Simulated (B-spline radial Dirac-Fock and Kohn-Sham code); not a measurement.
# Kohn-Sham estimates against Dirac-Fock for the levels of Hf

System: atomic hafnium, 1s2 2s2 2p6 3s2 3p6 3d10 4s2 4p6 4d10 4f14 5s2 5p6 5d3 6s1 (not the ground configuration).

The density-functional columns are spherical, spin-unpolarised Dirac-Kohn-Sham results without Breit or QED terms: −ε is minus the orbital energy of the initial state and ΔSCF the difference of two total energies. The reference in the last column comes from multi-electron Dirac-Fock with separately optimised hole states, Breit and Lamb-shift corrections added in first order. All numbers are from a radial B-spline solver, in eV; a selection of levels is shown. The Kohn-Sham columns are given as differences from the reference. For the 1s level of heavy atoms much of the gap between ΔSCF and the reference is the Breit and QED part, -318.6 eV here; for other levels the error of the functional can be larger.

| level | LDA −ε − DF | LDA ΔSCF − DF | Dirac-Fock |
| --- | --- | --- | --- |
| K | -223.3 | +307.3 | 65344.3 |
| L1 | -151.6 | -57.9 | 11282.2 |
| L2 | -106.3 | +15.2 | 10742.7 |
| L3 | -118.4 | -13.5 | 9564.3 |
| M1 | -75.2 | -50.8 | 2609.6 |
| M2 | -58.2 | -31.8 | 2372.5 |
| M3 | -57.4 | -33.6 | 2116.7 |
| M4 | -36.2 | -6.8 | 1720.6 |
| M5 | -37.3 | -8.9 | 1665.9 |
| N1 | -37.6 | -27.8 | 546.3 |
| N2 | -30.2 | -20.5 | 448.8 |
| N3 | -30.5 | -21.1 | 390.4 |
| N4 | -18.9 | -9.8 | 229.9 |
| N5 | -18.9 | -10.0 | 219.3 |
| N6 | -3.3 | +4.5 | 19.90 |
| N7 | -3.4 | +4.4 | 18.25 |
| O2 | -4.1 | +1.1 | 44.07 |
| O3 | -4.2 | +0.7 | 36.44 |
| O4,5 | -1.8 | +1.7 | 3.95 |
| P1 | -1.1 | +1.7 | 5.97 |

Values without a named source are computed, but for edge energies of neutral atoms, which are taken from tables.
